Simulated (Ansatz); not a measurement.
All numbers were calculated with Ansatz.

C4H4F4 (`F[C@H]1[C@H](F)[C@@H](F)[C@@H]1F`). Total charge 0; spin multiplicity 1. Geometry: relaxed with PBE0-D4/def2-TZVP.

```xyz
12

F    -0.979   -2.009   -0.392
C    -0.549   -0.728   -0.558
C     0.927   -0.439   -0.299
F     1.759   -0.400   -1.376
C     0.499    0.892    0.312
F     1.184    1.334    1.403
C    -0.877    0.275    0.545
F    -1.965    1.075    0.365
H    -0.862   -0.360   -1.539
H     1.339   -1.112    0.458
H     0.460    1.683   -0.442
H    -0.937   -0.211    1.523
```

**Question.** What is the dipole moment at PBE/def2-TZVPP? (Best estimate.)

**Answer.** The calculation gave: 0.00 D, zero by symmetry or nearly so.

**Question.** Give the Mulliken charges with PBE, B3LYP, ωB97M-V in def2-TZVPP. (An estimate is asked.)

**Answer.** The calculation gave: 
```tsv
atom	PBE	B3LYP	ωB97M-V
F1	-0.18	-0.22	-0.21
C2	0.13	0.16	0.12
C3	0.13	0.16	0.12
F4	-0.18	-0.22	-0.21
C5	0.13	0.16	0.12
F6	-0.18	-0.22	-0.21
C7	0.13	0.16	0.12
F8	-0.18	-0.22	-0.21
H9	0.04	0.06	0.09
H10	0.04	0.06	0.09
H11	0.04	0.06	0.09
H12	0.04	0.06	0.09
```

B3LYP here is the variant with VWN-RPA as its local correlation; programs differ in this.
